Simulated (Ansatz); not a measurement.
The same path of BF2HO + H2 (7 atoms, charge 0, multiplicity 1) was run twice with different band settings. Lost on the way: B1–F2, H6–H7. Made: B1–H6, F2–H7.

Method: Ansatz, RKS B3LYP-D4/def2-SVP.

Relaxed end points:

```xyz
7
Properties=species:S:1:pos:R:3
B -0.113 -0.493 -0.125
F -0.004 -0.769 1.174
O 0.954 -0.496 -0.945
H 1.781 -0.708 -0.494
F -1.311 -0.221 -0.609
H 0.222 2.372 0.820
H 0.189 1.889 1.407
```

```xyz
7
Properties=species:S:1:pos:R:3
B -0.202 0.598 -0.489
F 0.334 -0.005 2.282
O 1.058 0.128 -0.272
H 1.185 -0.776 -0.602
F -1.093 -0.185 -1.084
H -0.479 1.717 -0.164
H 0.915 0.097 1.558
```

Common settings: spring 5.0 eV/Å²; optimiser quadratic models (default); start path through a guess of the saddle point; force threshold 0.05 eV/Å; iteration limit 60; end points relaxed.

| run | movable images | climbing image |
| --- | --- | --- |
| 1 | 5 | yes |
| 2 | 1 | no |

(1) What does each run give, and how far can it be trusted?

Answers

(1) Run 1: converged after 16 iterations, highest image 2.230 eV above the first end. Beside the main top the profile has a ripple of under 15 meV (maxima at images 1, 3), which may be a very shallow well or noise. Neighbouring images differ by up to 1.9 eV, so the band resolves the path poorly. A vibrational analysis at the climbing image gives one clearly imaginary mode, 1204i cm⁻¹: a first-order saddle point.
Run 2: converged after 15 iterations, highest image 2.027 eV above the first end. Neighbouring images differ by up to 2.0 eV, so the band resolves the path poorly. No image climbed, so the highest image needn't sit at the top of the path. So few images can step over the top or miss a turn of the path.
The orbitals stay closed-shell, which can raise the energy where a bond breaks towards radicals; this wasn't checked here.
